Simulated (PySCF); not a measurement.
C₆ coefficients of unlike pairs at PBE0

Calculated with PySCF 2.14 from the dipole response of each species, C₆(A,B) = (3/π) ∫ α_A(iu) α_B(iu) du, in atomic units, from isotropic polarisabilities. For ions this is the dispersion term alone; charge-induced terms of lower order in 1/R come first.

```csv
species,configuration,basis,relativity,α (bohr³),C₆ (like pair)
Cd²⁺,[Kr] 4d10 (1S),aug-cc-pwCVTZ-PP with ECP28MDF (8s8p7d4f3g),core potential,5.306,26.71
Cr⁺,[Ar] 3d5 (6S),aug-cc-pVQZ-DK (9s8p6d4f3g2h),spin-free X2C,12.62,47.00
Cl³⁺,[Ne] 3s2 3p2 (3P),aug-cc-pwCVTZ (8s7p5d3f),none,4.387,11.92
Be²⁺,1s2 (1S),def2-TZVPPD (5s4p1d),none,0.04345,0.008667
```

(1) Estimate C₆ for Cl³⁺ with Cr⁺.

No spin-orbit coupling is included.

The other pairs:

| pair | C₆ |
| --- | --- |
| Be²⁺, Cd²⁺ | 0.3871 |
| Be²⁺, Cl³⁺ | 0.2193 |
| Be²⁺, Cr⁺ | 0.4068 |
| Cl³⁺, Cd²⁺ | 17.34 |
| Cr⁺, Cd²⁺ | 32.88 |

## Answers

(1) The integral gives 23.06. The combination rule 2 C_A C_B / (C_A α_B/α_A + C_B α_A/α_B) gives 22.13 and the geometric mean 23.67.
